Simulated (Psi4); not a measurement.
C$_{6}$H$_{16}$NSi, doublet, geometry from GFN2-xTB; HSE06/STO-3G (Psi4).

The Psi4 input:
```
memory 2 GB

molecule {
0 2
  C     2.33789793    0.51302639    0.90635825
  C     1.29181809   -0.39023721    0.35748938
  C     1.68633689   -1.79423748    0.03238899
  N     0.06007526    0.11743880   -0.02423235
  Si   -0.14634451    1.77882185   -0.47447677
  C    -1.08416655   -0.78469399    0.07380891
  C    -1.66733588   -1.12329147   -1.29815051
  C    -2.15997866   -0.20276658    0.98979537
  H     3.01077887    0.90291001    0.13175104
  H     2.95597483   -0.03225856    1.62198407
  H     1.88769427    1.36533993    1.41091558
  H     1.10941407   -2.19301439   -0.80040467
  H     2.74251046   -1.82139588   -0.24035377
  H     1.56108786   -2.47641934    0.88324056
  H    -1.32768719    1.90537262   -1.32990920
  H    -0.35810163    2.65809027    0.69296282
  H     1.05228922    2.18332388   -1.20256409
  H    -0.72666712   -1.71207160    0.53293839
  H    -0.88727241   -1.48646950   -1.96287615
  H    -2.11911758   -0.24518580   -1.74980521
  H    -2.42795434   -1.89434680   -1.19877631
  H    -2.94574736   -0.93721075    1.15349062
  H    -1.72582262    0.06368005    1.95038124
  H    -2.60051409    0.68728073    0.54918385
}

set basis sto-3g
set reference uks

energy('hse06')
print_variables()
```

### Question
Write the output that Psi4 gives for this input, abridged.

### Answer

```
   => Loading Basis Set <=

    Name: STO-3G
    Role: ORBITAL
    Keyword: BASIS

         ---------------------------------------------------------
                                   SCF
               by Justin Turney, Rob Parrish, Andy Simmonett
                          and Daniel G. A. Smith
                              UKS Reference
         ---------------------------------------------------------

  ==> Geometry <==

    Molecular point group: c1
    Full point group: C1

    Geometry (in Angstrom), charge = 0, multiplicity = 2:

       Center              X                  Y                   Z               Mass
    ------------   -----------------  -----------------  -----------------  -----------------
         C            2.331776402768     0.490214352081     0.909646556439    12.000000000000
         C            1.285696562768    -0.413049247919     0.360777686439    12.000000000000
         C            1.680215362768    -1.817049517919     0.035677296439    12.000000000000
         N            0.053953732768     0.094626762081    -0.020944043561    14.003074004430
         SI          -0.152466037232     1.756009812081    -0.471188463561    27.976926534650
         C           -1.090288077232    -0.807506027919     0.077097216439    12.000000000000
         C           -1.673457407232    -1.146103507919    -1.294862203561    12.000000000000
         C           -2.166100187232    -0.225578617919     0.993083676439    12.000000000000
         H            3.004657342768     0.880097972081     0.135039346439     1.007825032230
         H            2.949853302768    -0.055070597919     1.625272376439     1.007825032230
         H            1.881572742768     1.342527892081     1.414203886439     1.007825032230
         H            1.103292542768    -2.215826427919    -0.797116363561     1.007825032230
         H            2.736388932768    -1.844207917919    -0.237065463561     1.007825032230
         H            1.554966332768    -2.499231377919     0.886528866439     1.007825032230
         H           -1.333808717232     1.882560582081    -1.326620893561     1.007825032230
         H           -0.364223157232     2.635278232081     0.696251126439     1.007825032230
         H            1.046167692768     2.160511842081    -1.199275783561     1.007825032230
         H           -0.732788647232    -1.734883637919     0.536226696439     1.007825032230
         H           -0.893393937232    -1.509281537919    -1.959587843561     1.007825032230
         H           -2.125239107232    -0.267997837919    -1.746516903561     1.007825032230
         H           -2.434075867232    -1.917158837919    -1.195488003561     1.007825032230
         H           -2.951868887232    -0.960022787919     1.156778926439     1.007825032230
         H           -1.731944147232     0.040868012081     1.953669546439     1.007825032230
         H           -2.606635617232     0.664468692081     0.552472156439     1.007825032230

  Running in c1 symmetry.

  Rotational constants: A =      0.06374  B =      0.04633  C =      0.03401 [cm^-1]
  Rotational constants: A =   1910.87775  B =   1388.97812  C =   1019.50255 [MHz]
  Nuclear repulsion =  492.572684018461246

  Charge       = 0
  Multiplicity = 2
  Electrons    = 73
  Nalpha       = 37
  Nbeta        = 36

  ==> Algorithm <==

  SCF Algorithm Type is DF.
  DIIS enabled.
  MOM disabled.
  Fractional occupation disabled.
  Guess Type is SAD.
  Energy threshold   = 1.00e-06
  Density threshold  = 1.00e-06
  Integral threshold = 1.00e-12

  ==> Primary Basis <==

  Basis Set: STO-3G
    Blend: STO-3G
    Number of shells: 42
    Number of basis functions: 60
    Number of Cartesian functions: 60
    Spherical Harmonics?: true
    Max angular momentum: 1

  ==> DFT Potential <==

   => LibXC <=

    Version 7.1.2
    S. Lehtola, C. Steigemann, M. J. T. Oliveira, and M. A. L. Marques,  SoftwareX 7, 1–5 (2018) (10.1016/j.softx.2017.11.002)

   => Composite Functional: HSE06 <=

[...]
  Reciprocal condition number of the overlap matrix is 7.7578213671E-02.
    Using symmetric orthogonalization.

  ==> Pre-Iterations <==

  SCF Guess: Superposition of Atomic Densities via on-the-fly atomic UHF (no occupation information).

   -------------------------
    Irrep   Nso     Nmo
   -------------------------
     A         60      60
   -------------------------
    Total      60      60
   -------------------------

  ==> Iterations <==

                           Total Energy        Delta E     RMS |[F,P]|

   @DF-UKS iter SAD:  -570.55368944303484   -5.70554e+02   0.00000e+00
   @DF-UKS iter   1:  -575.14621681713686   -4.59253e+00   3.74046e-03 ADIIS/DIIS
   @DF-UKS iter   2:  -575.16346827587938   -1.72515e-02   2.84044e-03 ADIIS/DIIS
   @DF-UKS iter   3:  -575.18200606067239   -1.85378e-02   4.87172e-04 ADIIS/DIIS
   @DF-UKS iter   4:  -575.18247839065873   -4.72330e-04   1.35700e-04 ADIIS/DIIS
   @DF-UKS iter   5:  -575.18254090653897   -6.25159e-05   6.98860e-05 DIIS
   @DF-UKS iter   6:  -575.18255287649049   -1.19700e-05   1.37856e-05 DIIS
   @DF-UKS iter   7:  -575.18255368603764   -8.09547e-07   2.61488e-06 DIIS
   @DF-UKS iter   8:  -575.18255372249257   -3.64549e-08   1.42918e-06 DIIS
   @DF-UKS iter   9:  -575.18255372847875   -5.98618e-09   2.93973e-07 DIIS
  Energy and wave function converged.

  ==> Post-Iterations <==

   Electrons on quadrature grid:
      Nalpha   =   36.9999432889 ; deviation = -5.671e-05
      Nbeta    =   35.9999454975 ; deviation = -5.450e-05
      Ntotal   =   72.9998887864 ; deviation = -1.112e-04

   @Spin Contamination Metric:   3.227507918E-03
   @S^2 Expected:                7.500000000E-01
   @S^2 Observed:                7.532275079E-01
   @S   Expected:                5.000000000E-01
   @S   Observed:                5.000000000E-01

    Orbital Energies [Eh]
    ---------------------

    Alpha Occupied:

[...]
      37A     -0.015219

    Alpha Virtual:

[...]
    Beta Occupied:

[...]
    Beta Virtual:

[...]
    Final Occupation by Irrep:
              A
    DOCC [    36 ]
    SOCC [     1 ]
    NA   [    37 ]
    NB   [    36 ]

  @DF-UKS Final Energy:  -575.18255372847875

   => Energetics <=

    Nuclear Repulsion Energy =            492.5726840184612456
    One-Electron Energy =               -1767.5009859567767307
    Two-Electron Energy =                 751.0257787734433350
    DFT Exchange-Correlation Energy =     -51.2800305636064948
    Empirical Dispersion Energy =           0.0000000000000000
    VV10 Nonlocal Energy =                  0.0000000000000000
    Total Energy =                       -575.1825537284787515

  UHF NO Occupations:
  HONO-2 :   35  A 1.9997078
  HONO-1 :   36  A 1.9991737
  HONO-0 :   37  A 1.0000000
  LUNO+0 :   38  A 0.0008263
  LUNO+1 :   39  A 0.0002922
  LUNO+2 :   40  A 0.0002073
  LUNO+3 :   41  A 0.0001235

Computation Completed

Properties will be evaluated at   0.000000,   0.000000,   0.000000 [a0]

Properties computed using the SCF density matrix

 Multipole Moments:

 ------------------------------------------------------------------------------------
     Multipole            Electronic (a.u.)      Nuclear  (a.u.)        Total (a.u.)
 ------------------------------------------------------------------------------------

 L = 1.  Multiply by 2.5417464519 to convert [e a0] to [Debye]
 Dipole X            :          0.5583484           -0.8444650           -0.2861166
 Dipole Y            :          3.2306086           -3.1469202            0.0836884
 Dipole Z            :         -0.5217101            0.4536217           -0.0680884
 Magnitude           :                                                    0.3057818

 ------------------------------------------------------------------------------------

  Variable Map:
  ----------------------------------------------------------------------------
[...]
  Array Variable Map:
  ----------------------------------------------------------------------------
[...]
[...]
```
